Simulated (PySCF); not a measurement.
Mg (magnesium, neutral) across methods

[Ne] 3p2, high-spin 3P determinant (an excited configuration). Computed with PySCF 2.14 in dyall-acv3z (20s13p7d4f, 122 functions), with no relativity, point nucleus.

```tsv
method	E (hartree)	mean ε 2p α (eV)	mean ε 2p β (eV)	mean ε 3p α (eV)	Σ⟨r²⟩ (bohr²)	⟨S²⟩
r2SCAN	-199.8179	-51.623	-51.489	-3.091	40.79	2.000
LDA	-198.8999	-50.313	-50.166	-2.999	40.81	2.000
PW91	-199.8281	-50.319	-50.175	-3.049	40.64	2.000
PBE0	-199.7352	-54.412	-54.233	-3.569	41.17	2.000
HSE06	-199.7497	-53.985	-53.808	-3.217	41.29	2.000
BP86	-199.8625	-50.309	-50.182	-3.081	40.58	2.000
PBE	-199.7240	-50.181	-50.038	-3.025	40.67	2.000
```

Question: Estimate the same row for UHF.

Answer: E (hartree) = -199.38406; mean ε 2p α (eV) = -66.061; mean ε 2p β (eV) = -65.777; mean ε 3p α (eV) = -4.834; Σ⟨r²⟩ (bohr²) = 44.30; ⟨S²⟩ = 2.000.
